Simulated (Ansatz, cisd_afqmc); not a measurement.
Species: Ga, charge 0, doublet.

Total energies in aug-cc-pVDZ, 3 correlated electrons, 14 frozen orbitals. UHF or UKS for unpaired electrons; spin-orbit terms are left out. Cores are frozen in correlated methods (noble-gas shells, and filled d and f shells in the p block). No relativity. AFQMC is phaseless with a CISD trial state; ± is one standard error, without the phaseless bias. Outlying blocks are dropped, and bars are widened where a walk drifts. Over all cases where full CI ran beside it in this data, AFQMC minus full CI had a median of +0.1 mEh and passed +0.4 mEh in a tenth of the cases.

```
method         program          energy (Eh)  minus CCSDT (mEh)
----------  ----------  -------------------  -----------------
HF              Ansatz          -1923.19296              44.98
MP2             Ansatz          -1923.22231              15.62
CCSD            Ansatz          -1923.23708               0.86
CCSD(T)         Ansatz          -1923.23766               0.27
CCSDT           Ansatz          -1923.23793               0.00
AFQMC/CISD  cisd_afqmc  -1923.2379 ± 0.0001          0.1 ± 0.1
```

Ansatz is an electronic-structure program.
